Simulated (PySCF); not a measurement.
All values below come from PBE-D3(BJ)/def2-TZVP // r2SCAN-D4/def2-SVP (PySCF). Isolated molecules, 0 K electronic values unless said otherwise. 

Reference species: [Zr(Cl)3(H)] (neutral, multiplicity 1).

The charge on the central atom (Mulliken) comes out as 1.02 e, the LUMO comes out as -3.58 eV and the coordination number is 4. The HOMO–LUMO gap is 4.21 eV.

After one change: the charge on the central atom (Mulliken) falls by 0.14 e; the LUMO decreases by 0.12 eV; the coordination number hardly moves; the HOMO–LUMO gap drops by 0.45 eV.

Name the change that produced these shifts. The new species is one of these.
(A) [Zr(H)4]
(B) [Zr(Cl)2(H)2]
(C) [Zr(Cl)4]

B, [Zr(Cl)2(H)2]
